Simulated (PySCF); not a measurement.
Computed data sheet: `CC1=C[CH][C+](C)O1` [radical]

Species: C₆H₈O (charge +1 and doublet state).
Structure used (GFN2-xTB), in Å, numbered top down from 1:
```xyz
15
C6H8O angstrom
C      2.473    0.335   -0.340
C      1.084   -0.089   -0.308
C      0.507   -1.368   -0.471
C     -0.857   -1.200   -0.355
C     -1.072    0.176   -0.123
C     -2.303    0.924    0.071
O      0.111    0.811   -0.100
H      2.580    1.355    0.022
H      3.101   -0.353    0.231
H      2.858    0.289   -1.366
H      1.045   -2.278   -0.648
H     -1.621   -1.948   -0.423
H     -3.035    0.333    0.622
H     -2.768    1.144   -0.899
H     -2.107    1.877    0.559
```

From GFN2-xTB geometry:

```
Rotational constants A, B, C of the GFN2-xTB geometry : 6.249, 2.163, 1.638 GHz
```

From UKS B3LYP, pcH-1 on C H O, non-relativistic, mean-field spin-orbit, GIAO (PySCF):

```
Isotropic g value                                                      : 2.00229
Principal g values                                                     : 2.00194, 2.00213, 2.00281
Spin squared ⟨S²⟩                                                      : 0.757
Largest Mulliken spin population                                       : 0.43 on C5
Largest isotropic hyperfine couplings (means over sets of like nuclei) : 1H +58.9 (H8/H9/H10/H13/H14/H15), 13C +40.4 (C2/C5), 13C -16.9 (C1/C6), 1H -9.0 (H11/H12), 13C -5.6 (C3/C4) MHz
```

Monoisotopic mass of the ion (most abundant isotopes, electron mass counted): 96.0570 u.

⟨S²⟩ is 0.007 above the pure-spin value S(S + 1) = 0.75. With B = h/(8π²I), that is 505.379 GHz u Å² over I, the principal moments of inertia are 80.9, 233.6 and 308.4 u Å² (most abundant isotopes). The rotational constants make it an asymmetric top with κ = (2B − A − C)/(A − C) = -0.77, nearer the prolate limit (−1). At 9.50 GHz, hν = g·μB·B₀ (B₀ the magnetic field) puts the centre of the isotropic spectrum, to first order, at 339.0 mT. g_iso is shifted by about -20 ppm from the free-electron value 2.002319; the principal values span 0.0009.

Geometry: GFN2-xTB; no solvent or vibrations. GFN2-xTB frequencies show an imaginary mode (24i cm⁻¹), so this geometry is no minimum at that level. Hyperfine couplings depend on the geometry, which wasn't re-optimised at a DFT level. The unpaired spin is shared among atoms: the largest Mulliken spin population is 0.43. Couplings of like nuclei are plain means over topologically equivalent atoms, as if these changed places fast (by rotation of a methyl-like group, say); in this geometry the members of some sets differ.

For the EPR job (B3LYP), on one thread, Arm Neoverse V1 (aarch64), on a shared host, this took 47 s of wall time (with the writing of density and orbital grids) and 0.93 GiB of memory at its peak.
